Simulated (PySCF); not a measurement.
C5H3Cl.

```xyz
9

C      3.2864    -0.7415     0.7135
C      2.2887    -0.7101     0.0243
C      1.1412    -0.6799    -0.8173
C     -0.0928    -0.5023    -0.3880
C     -1.3194    -0.3404     0.0246
Cl    -2.0786     1.2121     0.1711
H      4.1648    -0.7667     1.3318
H      1.3090    -0.8164    -1.8956
H     -1.9617    -1.1786     0.3118
```

Geometry: PBE0-D3(BJ)/def2-SVP. The structure was generated by enumeration, and PubChem lists no compound with its InChIKey, so it may never have been made.

Method: PBE/pcSseg-1 (PySCF). Non-relativistic, no solvent.

Give the absolute GIAO shielding of each atom: isotropic value and principal components (ppm). (Estimate from the structure and the level; the computed values follow.)


```tsv
atom	σ(iso)	σ11	σ22	σ33	span
C1	87.2	34.0	34.7	193.0	159.0
C2	101.3	5.6	12.3	286.0	280.4
C3	90.7	18.7	100.4	152.9	134.2
C4	-49.0	-70.3	-51.5	-25.3	45.0
C5	78.1	10.8	92.3	131.1	120.3
Cl6	728.1	611.7	660.6	912.1	300.5
H7	28.0	24.5	24.6	34.7	10.2
H8	25.2	21.5	26.4	27.6	6.1
H9	24.8	20.3	24.7	29.4	9.1
```
